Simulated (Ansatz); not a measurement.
`OC(F)[SiH2][SiH3]` and `B[SiH2]C(O)F` differ in one atom or group.

Ansatz, PBE0-D4/def2-TZVP geometries, multiplicity 1. Each molecule was computed in one conformer, which needn't be the lowest.

```csv
property,`OC(F)[SiH2][SiH3]`
HOMO energy (B3LYP/def2-TZVPP) / eV,-8.06
size of the dipole moment (PBE/def2-TZVPP) / D,1.64
LUMO energy (PBE0/def2-TZVPP) / eV,0.02
HOMO–LUMO gap (PBE/def2-TZVPP) / eV,6.11
HOMO–LUMO gap (PBE0/def2-TZVPP) / eV,8.28
HOMO energy (ωB97M-V/def2-TZVPP) / eV,-10.36
```

Question: What does the change do to each property? (Estimate.)

Answer: The calculation gave: 
| property | `B[SiH2]C(O)F` | shift |
| --- | --- | --- |
| HOMO energy (B3LYP/def2-TZVPP) / eV | -7.99 | 0.07 |
| size of the dipole moment (PBE/def2-TZVPP) / D | 1.41 | -0.23 |
| LUMO energy (PBE0/def2-TZVPP) / eV | -2.42 | -2.44 |
| HOMO–LUMO gap (PBE/def2-TZVPP) / eV | 3.32 | -2.79 |
| HOMO–LUMO gap (PBE0/def2-TZVPP) / eV | 5.75 | -2.53 |
| HOMO energy (ωB97M-V/def2-TZVPP) / eV | -10.42 | -0.06 |

With PBE0 the HOMO rises by 0.09 eV and the LUMO falls by 2.44 eV, so the gap narrows by about 2.53 eV. PBE moves the HOMO by 0.16 eV and ωB97M-V by -0.06 eV. Dipoles are sizes alone; their direction can turn.

B3LYP here is the variant with VWN-RPA as its local correlation; programs differ in this.
